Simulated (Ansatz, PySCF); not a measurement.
Here is a job for Ansatz (a first-principles code).
Ansatz 0.2 input:
```yaml
crystal:
  periodic: [false, false, false]
  atoms:
    - {symbol: C, position_ang: [-1.77443156, -0.03191137, 0.91494243]}
    - {symbol: C, position_ang: [-0.75124689, -0.12720494, -0.24514073]}
    - {symbol: C, position_ang: [-1.10616191, -1.36493490, -1.08690439]}
    - {symbol: O, position_ang: [-0.82499265, 1.01632732, -1.01685730]}
    - {symbol: B, position_ang: [0.18583498, 2.03053219, -0.44014834]}
    - {symbol: O, position_ang: [0.96214703, 1.20889894, 0.59016274]}
    - {symbol: C, position_ang: [0.71032703, -0.12882250, 0.32503890]}
    - {symbol: C, position_ang: [0.89589233, -0.97174480, 1.59721700]}
    - {symbol: C, position_ang: [1.70044373, -0.64955152, -0.74303435]}
    - {symbol: H, position_ang: [-2.75186738, 0.20851246, 0.49704539]}
    - {symbol: H, position_ang: [-1.47413877, 0.77917351, 1.57305794]}
    - {symbol: H, position_ang: [-1.84481081, -0.96412466, 1.47529917]}
    - {symbol: H, position_ang: [-2.16538540, -1.33314379, -1.34204685]}
    - {symbol: H, position_ang: [-0.53766293, -1.36976965, -2.01263706]}
    - {symbol: H, position_ang: [-0.90548402, -2.28296741, -0.53323451]}
    - {symbol: H, position_ang: [0.91172842, 2.44031569, -1.35570131]}
    - {symbol: H, position_ang: [0.36356144, -0.52470063, 2.43214634]}
    - {symbol: H, position_ang: [1.95485054, -1.00741509, 1.85289181]}
    - {symbol: H, position_ang: [0.53831834, -1.99069113, 1.44346683]}
    - {symbol: H, position_ang: [1.52045255, -0.10826009, -1.66767722]}
    - {symbol: H, position_ang: [2.71640861, -0.43410250, -0.41136552]}
    - {symbol: H, position_ang: [1.59868284, -1.72227788, -0.90965996]}
basis:
  gaussian:
    orbitals: STO-3G
hamiltonian:
  xc: {name: wB97X}
total_charge: -1
magnetization: {spin_polarized: true, initial_magnetization: 1}
accuracy: high
```

Give the equivalent PySCF input.

This is not unique; one that fits is 
```python
from pyscf import gto, scf, dft

mol = gto.M(
    atom='''
C    -1.77443156   -0.03191137    0.91494243
C    -0.75124689   -0.12720494   -0.24514073
C    -1.10616191   -1.36493490   -1.08690439
O    -0.82499265    1.01632732   -1.01685730
B     0.18583498    2.03053219   -0.44014834
O     0.96214703    1.20889894    0.59016274
C     0.71032703   -0.12882250    0.32503890
C     0.89589233   -0.97174480    1.59721700
C     1.70044373   -0.64955152   -0.74303435
H    -2.75186738    0.20851246    0.49704539
H    -1.47413877    0.77917351    1.57305794
H    -1.84481081   -0.96412466    1.47529917
H    -2.16538540   -1.33314379   -1.34204685
H    -0.53766293   -1.36976965   -2.01263706
H    -0.90548402   -2.28296741   -0.53323451
H     0.91172842    2.44031569   -1.35570131
H     0.36356144   -0.52470063    2.43214634
H     1.95485054   -1.00741509    1.85289181
H     0.53831834   -1.99069113    1.44346683
H     1.52045255   -0.10826009   -1.66767722
H     2.71640861   -0.43410250   -0.41136552
H     1.59868284   -1.72227788   -0.90965996
''',
    basis='sto-3g',
    charge=-1,
    spin=1,
    verbose=3,
)

mf = dft.UKS(mol)
mf.xc = 'wb97x'
mf.grids.atom_grid = (99, 590)
mf.grids.prune = None
mf.kernel()
```

Both were run: Ansatz gave -406.415695 Eh and PySCF -406.415695 Eh, 0.001 mEh apart.
